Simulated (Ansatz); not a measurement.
Isomers of Be4F6⁺ (doublet), relaxed with r2SCAN-D4/def2-SVP; total energies from Ansatz at CAM-B3LYP-D4/def2-TZVP.

```json
{"isomer": "A", "description": "point group Cs; 11 × Be–F 1.39 to 1.66 Å", "energy (Eh)": "-658.42141"}
{"isomer": "B", "description": "point group C2v; 10 × Be–F 1.39 to 1.64 Å", "energy (Eh)": "-658.42088"}
{"isomer": "C", "description": "point group Cs; 11 × Be–F 1.39 to 1.68 Å", "energy (Eh)": "-658.40601"}
{"isomer": "D", "description": "point group Cs; 11 × Be–F 1.40 to 1.72 Å", "energy (Eh)": "-658.36480"}
```

The isomers come from a short search, and lower ones may exist.

**Question.** Work out the relative energies (1 Eh = 2625.5 kJ/mol) and the Boltzmann populations at 500 K from electronic energies alone (R = 8.314 J/mol/K).

**Answer.** ΔE: A 0.0, B 1.4, C 40.4, D 148.6 kJ/mol. RT = 4.16 kJ/mol. Factors exp(−ΔE/RT): A 1, B 0.714, C 6.06e-05, D 3.07e-16; sum 1.714. Populations: A 58.3 %, B 41.7 %, C 0.0 %, D 0.0 %. Zero-point energy, vibrational entropy and symmetry numbers are left out and can shift these; an error of 4 kJ/mol changes a ratio by a factor of 2.6. Over the other density-functional and correlated levels in def2 sets, the gap between A and B ranges from -2 to 17 kJ/mol.
